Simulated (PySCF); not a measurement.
## Charge-transfer reorganisation: `InChI=1S/C5H4BrO/c6-5-1-3-7-4-2-5/h1-4H/q+1`, charge +1

Geometry (Å), atoms numbered from 1 in this order:
```xyz
11

Br   -2.1479   -1.6807   -1.1658
C    -0.8189   -0.6392   -0.4468
C    -1.0484    0.7197   -0.1554
C    -0.0203    1.4491    0.3814
O     1.1604    0.9073    0.6238
C     1.4076   -0.3638    0.3606
C     0.4513   -1.1848   -0.1766
H    -2.0123    1.1961   -0.3445
H    -0.0670    2.5063    0.6524
H     2.4274   -0.6605    0.6157
H     0.6861   -2.2306   -0.3829
```

Total charge +1.

Computed with UKS PBE0/def2-SVP four-point reorganisation energy, gas phase in PySCF 2.14.0. Geometry: PBE0/def2-SVP.

The calculation is non-relativistic, which matters for the atoms heavier than Zn.

(1) What is the inner reorganisation energy for electron transfer, with the electron affinity?

## Answers

(1) λ = 0.127 (surface of the reduced species) + 0.128 (surface of the starting species) = 0.255 eV. The electron affinity is 6.06 eV vertical and 6.19 eV adiabatic without zero-point energy; at the relaxed geometry of the reduced species the two energies differ by 6.32 eV. Largest bond changes: C4–O5 1.321 → 1.364 Å, O5–C6 1.321 → 1.364 Å, Br1–C2 1.835 → 1.872 Å, C3–C4 1.370 → 1.359 Å, C6–C7 1.370 → 1.359 Å. ⟨S²⟩ of the relaxed reduced species 0.785.
